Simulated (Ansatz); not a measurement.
```yaml
crystal:
  periodic: [false, false, false]
  atoms:
    - {symbol: F, position_ang: [-0.465272, -1.140842, -2.285004]}
    - {symbol: C, position_ang: [-0.756604, -1.486453, -1.031623]}
    - {symbol: F, position_ang: [-2.019177, -1.932871, -1.009303]}
    - {symbol: F, position_ang: [0.042285, -2.496686, -0.690114]}
    - {symbol: C, position_ang: [-0.628893, -0.317400, -0.078196]}
    - {symbol: O, position_ang: [0.698612, 0.135490, -0.118128]}
    - {symbol: Ge, position_ang: [1.216977, 1.467783, 0.891931]}
    - {symbol: Cl, position_ang: [0.904446, 0.978989, 2.932690]}
    - {symbol: Cl, position_ang: [0.082499, 3.199494, 0.427830]}
    - {symbol: Cl, position_ang: [3.257691, 1.760101, 0.480730]}
    - {symbol: H, position_ang: [-0.916817, -0.673374, 0.916864]}
    - {symbol: H, position_ang: [-1.338645, 0.450768, -0.403477]}
basis:
  gaussian: {orbitals: def2-TZVP}
hamiltonian: {xc: {name: B3LYP-D3}}
scf: {lower_state_search: full}
output: {forces: true}
```

```sh
$ ansatz run in.yaml --threads 4 --pin off --events-out ev --progress --plain --max-ram 66560MiB --backend cuda --devices 0, --max-vram 37GiB
```

It prints (some lines left out):

```
Error: YAML parse error: error: line 18 column 19: hamiltonian.xc: no functional is named "B3LYP-D3"; the names, which are not case-sensitive, are SVWN5, SPW92, PBE, PBE0, PBEsol, revPBE, revPBE0, RPBE, rPW86-PBE, HSE06, wPBEh, LC-wPBE, HISS, HF, BLYP, B3LYP, B3LYP5, BHLYP, CAM-B3LYP, r2SCAN, r2SCANh, r2SCAN0, r2SCAN50, m-r2SCAN, B97, wB97, wB97X, wB97X-V, B97M-V, wB97M-V, B2PLYP, B2GP-PLYP, PBE0-DH, PBE-QIDH
16 | basis:
17 |   gaussian: {orbitals: def2-TZVP}
18 | hamiltonian: {xc: {name: B3LYP-D3}}
19 | scf: {lower_state_search: full}
20 | output: {forces: true}
```

Task: Something in this input is off. What?

Result: The method's name isn't one that the program takes here. The input was rejected before any iteration.

HSE06 is defined as in plane-wave codes.
